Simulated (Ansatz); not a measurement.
Ideal-gas functions of `Cl[Te]Cl` at 298.15 K and 1 bar, from an Ansatz frequency run at PBE0-D4/def2-TZVP.

Molar mass 198.51 g/mol, point group C2v (symmetry number 2), electronic degeneracy 1, moments of inertia 102.892, 221.474, 324.366 u Å². Harmonic wavenumbers (cm⁻¹, unscaled): 129, 374, 391.

Use S(trans) = R[1.5 ln M + 2.5 ln T − 1.1517]; rotational temperatures θ = 24.2544 K / I; S(rot) = R[ln(√π/σ · √(T³/θAθBθC)) + 1.5]; for each mode x = 1.438777 ν̃/T, S = R[x/(eˣ − 1) − ln(1 − e⁻ˣ)] and H = RT x/(eˣ − 1); 1 cm⁻¹ = 0.0119627 kJ/mol; R = 8.31446 J/(mol·K).

**Question.** By hand: the entropy, in J/(mol·K).

**Answer.** Translation 174.8. Rotation: θ = 0.2357, 0.1095, 0.0748 K, giving 108.5. Vibration, mode by mode: 12.39, 4.45, 4.17, in all 21.0. Electronic 0.0. Sum 304.3 J/(mol·K).

**Question.** By hand: H − E and G − E in kJ/mol, counted from the electronic energy.

**Answer.** Zero-point energy ½ × 894 × 0.0119627 = 5.3; thermal vibration 3.5; translation, rotation and pV give 4 RT = 9.9. H − E = 18.7 kJ/mol, and G − E = 18.7 − 298.15 × 304.3/1000 = -72.0 kJ/mol.

Vibration gives 7 % of the entropy, 12.4 J/(mol·K) of it from the mode under 150 cm⁻¹: soft modes count most, and the harmonic formula is weakest for them.
